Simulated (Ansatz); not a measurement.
H₂S, charge +1, doublet, geometry from GFN2-xTB (a state made from the parent by changing its charge; the spin is typed, not shown lowest); B3LYP/cc-pVDZ run with Ansatz (a quantum-chemistry and plane-wave program).

Here is a job for Ansatz.
Ansatz 0.2 input:
```yaml
crystal:
  periodic: [false, false, false]
  atoms:
    - {symbol: S, position_ang: [-0.00036152, -0.00213359, 0.10390253]}
    - {symbol: H, position_ang: [-0.03847239, 1.00861520, -0.81100328]}
    - {symbol: H, position_ang: [0.04425671, -0.97447779, -0.85143727]}
basis:
  gaussian:
    orbitals: cc-pVDZ
hamiltonian:
  xc: b3lyp
total_charge: 1
magnetization: {spin_polarized: true, initial_magnetization: 1}
```

The log (banner, timings and long lists left out):

```
Functional definition: B3LYP
282 factors; integrals over basis functions are off by at most 9.7e-4 eV
mean field evaluation 1: about -10857.2594 eV, gradient 1.2e1 eV
mean field evaluation 2: about -10857.7340 eV, gradient 8.2e0 eV
mean field evaluation 4: about -10858.1061 eV, gradient 6.9e-1 eV
mean field evaluation 8: about -10858.1630 eV, gradient 3.0e-2 eV
mean field evaluation 16: about -10858.1630 eV, gradient 1.7e-5 eV
mean field -10858.16299525 eV, -399.0301301481 hartree, gradient 1.7e-5 eV, S^2 0.753564; 0 other end points of the search recorded, 0 dependent functions left out
reference -10858.16314569 eV, -399.0301356768 hartree; 9, 8 occupied and 19, 20 virtual orbitals, 282 factors
Total energy: -10858.16314569 eV, -399.0301356768 hartree
```
